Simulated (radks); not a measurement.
Values are calculated unless marked as measured or tabulated.
Problem. Species: Al8+. Configuration: [He] 2s2 2p1 (the NIST ground configuration). Code: a radial shooting solver on a logarithmic mesh with Libxc functionals. Model: scalar-relativistic Kohn-Sham, Wu-Cohen GGA, spin-unpolarised, spherical densities, finite nucleus; Fermi nuclear charge, rms radius 3.061 fm. Some entries of the table are withheld. Estimate them.

orbital,occ.,eigenvalue (hartree),<r^2> (bohr^2)
1s,2,(1),(2)
2s,2,(3),(4)
2p,1,(5),(6)

Solution. 
(1) 1s eigenvalue (hartree): -66.57562
(2) 1s <r^2> (bohr^2): 0.01925
(3) 2s eigenvalue (hartree): -12.27574
(4) 2s <r^2> (bohr^2): 0.3366
(5) 2p eigenvalue (hartree): -11.21299
(6) 2p <r^2> (bohr^2): 0.2729
